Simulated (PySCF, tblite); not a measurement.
Q: Write Cartesian coordinates for `C/C(F)=P\C1=CC=CN=C1` as optimised with GFN2-xTB.

A: 
```xyz
17
C7H7FNP angstrom
C     -2.2507   -0.4730   -0.6281
C     -2.4135    0.0416    0.7574
F     -3.7225    0.1392    1.1063
P     -1.3351    0.5760    1.9336
C      0.2530    0.2515    1.0820
C      1.1469    1.2912    0.8420
C      2.3573    1.0121    0.2302
C      2.6363   -0.3046   -0.1039
N      1.8074   -1.3045    0.1478
C      0.6570   -1.0374    0.7309
H     -2.8568    0.1281   -1.3076
H     -2.6133   -1.5003   -0.6903
H     -1.2125   -0.4412   -0.9433
H      0.8906    2.3038    1.1215
H      3.0664    1.7980    0.0202
H      3.5638   -0.5783   -0.5892
H      0.0186   -1.8901    0.9299
```

Any rigid rotation of these coordinates is as good. Atoms count from 1 in this order. P4 (phosphorus bonded to 2 C) is bent (angle 100.0°). The 5 C–C bonds span 1.385 Å (C6–C7, aromatic) to 1.487 Å (C1–C2, drawn single), a spread of 0.102 Å. N9 (pyridine-type nitrogen) is bent (angle 118.6°). The 2 C–P bonds span 1.683 Å (C2=P4, drawn double) to 1.831 Å (P4–C5, drawn single), a spread of 0.148 Å.

Bonds between heavy atoms (Å): C1–C2 1.487, C2–F3 1.358, C2=P4 1.683, P4–C5 1.831, C5–C6 1.392, C6–C7 1.385, C7–C8 1.387, C8–N9 1.323, N9–C10 1.317, C5–C10 1.396.

Structure optimised with GFN2-xTB, isolated species.

Point group: C1 (no symmetry element, even within 0.4 Å). Its GFN2-xTB frequencies are all real (lowest 40 cm⁻¹). The numbers are those of one conformer (C2–P4–C5–C6 121°). 3 starts were optimised and ended at 0.00, 0.00 and 0.27 kcal/mol (GFN2-xTB); the lowest of these is shown.

These are computed values.
